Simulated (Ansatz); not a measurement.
Frontier orbitals of CH$_{3}$BN$_{2}$O, SMILES `N=C1OB1N`.

```tsv
atom	x (Å)	y (Å)	z (Å)
N1	-1.6884	-1.3791	-0.9054
C2	-0.7045	-0.7396	-0.4948
O3	0.6657	-1.0020	-0.7445
B4	0.4023	0.0939	0.0485
N5	1.1051	1.0725	0.7136
H6	-2.5491	-0.9582	-0.5661
H7	2.1102	1.1177	0.6998
H8	0.6587	1.7948	1.2488
```

The species carries charge 0 and has multiplicity 1. All single points use the PBE0-D4/def2-TZVP geometry. It is one conformer, not always the lowest. Basis def2-TZVPP, Ansatz.

Orbital energies of one run (eV). Highest occupied ones, from the top: -7.52, -8.41, -9.46, -10.73, -12.23, -12.70, -14.86, -15.34, -15.89, -17.08, -25.85, -26.00, -31.18, -188.46. Empty: -0.27, 0.87, 2.14, 2.66, 2.84, 2.89.

Q: Which functional gave them?
A. r2SCAN0
B. r2SCAN
C. B3LYP
D. LC-ωPBE

A: A. HOMO energies: r2SCAN0 -7.52, B3LYP -7.13, LC-ωPBE -10.12, r2SCAN -6.16 eV.

B3LYP here is the variant with VWN-RPA as its local correlation; programs differ in this. LC-ωPBE has ω = 0.4 bohr⁻¹.
